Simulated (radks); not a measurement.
Values are calculated unless marked as measured or tabulated.
Q: The mean radii <r> (bohr) of the occupied orbitals of an atom or ion are listed with their occupations. Level of theory: Dirac Kohn-Sham, LB94 model potential, spin-unpolarised, spherical densities, finite nucleus; Fermi nuclear charge, rms radius of each element as measured or else 0.836 A^(1/3) + 0.57 fm (a radial shooting solver on a logarithmic mesh with Libxc functionals).

| orbital | occ. | <r> |
|---|---|---|
| 1s1/2 | 2 | 0.04400 |
| 2s1/2 | 2 | 0.1946 |
| 2p1/2 | 2 | 0.1675 |
| 2p3/2 | 4 | 0.1712 |
| 3s1/2 | 2 | 0.5381 |
| 3p1/2 | 2 | 0.5325 |
| 3p3/2 | 4 | 0.5405 |
| 3d3/2 | 4 | 0.5085 |

Name the element and its charge. Open shells, if any, fill j = l - 1/2 first.

A: Z = 34, selenium, charge +12: Se12+ in [Ar] 3d4. The 1s radius gives Z: for a bare nucleus <r> = (2 gamma + 1)/(2Z) with gamma = sqrt(1 - (Z/c)^2), 0.0432 bohr for Z = 34, and screening makes it slightly larger (0.04400 here). The occupations add up to 22, and the charge is Z minus that.
